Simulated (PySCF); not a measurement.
# Correlation energy of He (helium, neutral)

1s2, closed-shell 1S. All numbers are calculated (PySCF 2.14, the non-relativistic Hamiltonian (point nucleus), in def2-SVP (2s1p, 5 functions)). Frozen: nothing; 2 electrons correlated.

Total MP2 correlation energy: -25.05 mhartree.

Same-spin part 0.00 and opposite-spin part -25.05 mhartree; SCS-MP2 scales them by 1/3 and 6/5 to -30.06 mhartree.

With two correlated electrons CCSD is exact within the correlated space (frozen core and kept virtual orbitals).

| level | correlation energy (mhartree) |
| --- | --- |
| CCSD | -31.77 |

Diagnostics: T1 = 0.0016, D1 = 0.0023, largest double amplitude 0.065.

Cost of the coupled-cluster step: 0.02 s of wall time on 1 thread of AMD EPYC 9R45 96-Core Processor (shared host), for 2 correlated electrons.

Iterations:

```
CC2 = 0
CCSD nocc = 1, nmo = 5
frozen orbitals []
max_cycle = 100
direct = 0
conv_tol = 1e-08
conv_tol_normt = 1e-06
diis_space = 8
diis_start_cycle = 0
Init t2, MP2 energy = -2.88021122635602  E_corr(MP2) -0.0250507470093185
Init E_corr(CCSD) = -0.0250507470093185
cycle = 1  E_corr(CCSD) = -0.0303475700599362  dE = -0.00529682305  norm(t1,t2) = 0.0150437
cycle = 2  E_corr(CCSD) = -0.0314630958937508  dE = -0.00111552583  norm(t1,t2) = 0.00333357
cycle = 3  E_corr(CCSD) = -0.0317728093146896  dE = -0.000309713421  norm(t1,t2) = 0.000767713
cycle = 4  E_corr(CCSD) = -0.0317705779257745  dE = 2.23138892e-06  norm(t1,t2) = 2.98023e-05
cycle = 5  E_corr(CCSD) = -0.0317706048258399  dE = -2.69000654e-08  norm(t1,t2) = 5.55399e-07
cycle = 6  E_corr(CCSD) = -0.03177060147311  dE = 3.35272991e-09  norm(t1,t2) = 1.4449e-08
CCSD converged
E(CCSD) = -2.886931080819813  E_corr = -0.03177060147311004
```
